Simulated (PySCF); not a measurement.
Compound: C₄H₁₃NOSi₂.
Z-matrix (Å and degrees, PBE0-D3(BJ)/def2-SVP geometry), rows numbered from 1:
```
C 
Si  1  1.8736
C   2  1.8718  1  111.01
C   2  1.8691  1  111.23  3  -124.23
O   2  1.6790  1  108.79  3   117.62
Si  5  1.6486  2  148.73  1   -12.71
C   6  1.8951  5  104.89  2  -120.95
N   7  1.2734  6  123.17  5    -0.80
H   1  1.1015  2  111.29  3  -178.22
H   1  1.1014  2  111.32  3   -57.69
H   1  1.1019  2  110.63  3    62.06
H   3  1.1016  2  111.26  1   -62.91
H   3  1.1016  2  110.87  1   177.23
H   3  1.1014  2  111.04  1    57.28
H   4  1.1010  2  111.11  1   -57.11
H   4  1.1010  2  110.84  1  -177.17
H   4  1.1018  2  110.86  1    62.95
H   6  1.4971  5  111.56  2    -1.37
H   6  1.4936  5  110.63  2   119.69
H   7  1.1077  6  120.15  5   179.16
H   8  1.0307  7  109.26  6    -0.31
```

The closed-shell ground state was solved at several levels (PySCF, density fitting, gas phase, non-relativistic).

```tsv
level	basis functions	total energy (Eh)	HOMO (eV)	LUMO (eV)	gap (eV)	dipole (D)
wB97X-D/pcSseg-1	215	-869.1562	-8.99	1.20	10.19	2.76
CAM-B3LYP/def2-SVPD	275	-868.7968	-8.56	0.36	8.92	2.79
```

**Question.** What might PBE0/pcSseg-1 (215 basis functions) give for the same quantities?

**Answer.** Total energy -868.6689 Eh, HOMO -7.08 eV, LUMO -0.67 eV, gap 6.41 eV, dipole 2.69 D.

**Question.** Over all these levels, which gives the widest orbital gap and which the narrowest?

**Answer.** wB97X-D/pcSseg-1 (range-separated hybrid) has the widest, 10.19 eV, and PBE0/pcSseg-1 (global hybrid, 25 % exact exchange) the narrowest, 6.41 eV. The two share the basis. From the narrowest to the widest the HOMO moves by -1.91 eV and the LUMO by +1.87 eV.

**Question.** How far do the dipole and the HOMO energy spread over the levels?

**Answer.** The dipole runs from 2.69 to 2.79 D (mean 2.75 D) and the HOMO from -8.99 to -7.08 eV.

One conformer stands for the species.

wB97X-D is run here without its empirical dispersion term; that term would change no orbital, density or response property at a fixed geometry.
